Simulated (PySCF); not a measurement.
# BiF⁺, CCSD: how much the basis matters

PySCF, UHF reference; doublet, unpaired electrons π ↑; De to Bi⁺ + F without counterpoise correction. Frozen cores follow the default of each basis and core potential.

```
             basis                           relativity  functions  Re (Å)  ωe (cm⁻¹)  De (eV)  frozen orbitals
cc-pVDZ-PP/cc-pVDZ  scalar-relativistic core potentials         37   1.988        658      n/a                5
          def2-SVP  scalar-relativistic core potentials         40   1.985        660      n/a                5
         def2-SVPD  scalar-relativistic core potentials         55   1.992        645      n/a                5
```

Question: How does each smaller set differ from the one with most functions, def2-SVPD?

Answer: cc-pVDZ-PP/cc-pVDZ: -0.4 pm, +2.0 % in ωe; def2-SVP: -0.7 pm, +2.3 % in ωe. All at CCSD; the set with most functions is neither the basis-set limit nor always the best.

Correlated steps freeze 5 core orbitals. These are scalar-relativistic numbers at best; spin–orbit coupling would shift them, the dissociation energy most. The state is the lowest determinant that a PBE0 search found; another state may lie lower at other levels.
